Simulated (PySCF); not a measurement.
Telling isomers of C$_{5}$H$_{7}$FO$_{2}$ apart by NMR

Method: shielding tensors at PBE0/pcSseg-1 (GIAO), coordinates at the PBE0-D3(BJ)/def2-SVP level, spin–spin couplings from B3LYP/pcJ-1 (spin–dipole term left out of most H,H and C,H couplings), in PySCF (equivalent nuclei averaged, relativity neglected, one conformer, no solvent model).

Scale: TMS for $^{1}$H, $^{13}$C (reference shieldings calculated alike). Multiplet labels drop J under 1 Hz and among equivalent protons, and merge close values. Unscaled 3J(H,H) run several per cent high. One-bond C–F couplings are unscaled and too large by tens of Hz. Shifts are as computed. Against solution values, carbons near 30 ppm lie about +2 ppm off and those near 130 ppm about +5 ppm. Of 1313 compounds with measured shifts, 239 miss one by over three times the rms of a fit or turn the order of signals round; such compounds aren't used in these exercises.

(1) Tabulate the signals of `C=C(F)C(=O)OCC`, `C/C=C(/OC)C(=O)F`, `CO/C(C)=C\C(=O)F` and their relative energies.

(2) What is the quickest way to tell C/C=C(/OC)C(=O)F from CO/C(C)=C\C(=O)F?

(3) What is the quickest way to tell C=C(F)C(=O)OCC from CO/C(C)=C\C(=O)F?

(4) What is the quickest way to tell C=C(F)C(=O)OCC from C/C=C(/OC)C(=O)F?

Results:

(1) 
```tsv
SMILES	carbon types	δC	δH	E rel. (kcal/mol)
C=C(F)C(=O)OCC	2×C 2×CH2 1×CH3	164.9, 162.9, 109.7, 62.2, 15.0	6.07 (dd, 1H), 5.40 (dd, 1H), 3.95 (q, 2H), 1.38 (t, 3H)	0.7
C/C=C(/OC)C(=O)F	2×C 1×CH 2×CH3	160.0, 148.9, 121.3, 53.7, 16.0	5.32 (dq, 1H), 3.44 (s, 3H), 2.15 (d, 3H)	5.6
CO/C(C)=C\C(=O)F	2×C 1×CH 2×CH3	177.6, 159.1, 95.1, 54.2, 19.1	4.73 (dq, 1H), 3.74 (s, 3H), 1.92 (d, 3H)	0.0
```

Energies are electronic energies at PBE0/pcSseg-1 on these geometries, without zero-point or thermal terms, each for the one conformer computed, which needn't be the lowest.

(2) Both give the same number of carbon signals, with the same numbers of each carbon type, so the positions decide. The first has a β carbon of a C=C–C=O unit (CH) at 121.3 ppm, the second a β carbon of an enol-ether or enamine type C=C (CH) at 95.1 ppm. Their most deshielded carbons lie at 160.0 and 177.6 ppm. In the proton spectra the most deshielded non-exchanging signals are 5.32 (dq, J = 13.3, 8.8 Hz, 1H) and 4.73 (dq, J = 6.2, 1.1 Hz, 1H).

(3) Both give the same number of carbon signals, but DEPT or the intensities differ. The first has a β carbon of a C=C–C=O unit (CH2) at 109.7 ppm, the second a β carbon of an enol-ether or enamine type C=C (CH) at 95.1 ppm. Their most deshielded carbons lie at 164.9 and 177.6 ppm. In the proton spectra the most deshielded non-exchanging signals are 6.07 (dd, J = 36.9, 1.6 Hz, 1H) and 4.73 (dq, J = 6.2, 1.1 Hz, 1H).

(4) Both give the same number of carbon signals, but DEPT or the intensities differ. The first has a β carbon of a C=C–C=O unit (CH2) at 109.7 ppm, the second a β carbon of a C=C–C=O unit (CH) at 121.3 ppm. Their most deshielded carbons lie at 164.9 and 160.0 ppm. In the proton spectra the most deshielded non-exchanging signals are 6.07 (dd, J = 36.9, 1.6 Hz, 1H) and 5.32 (dq, J = 13.3, 8.8 Hz, 1H).
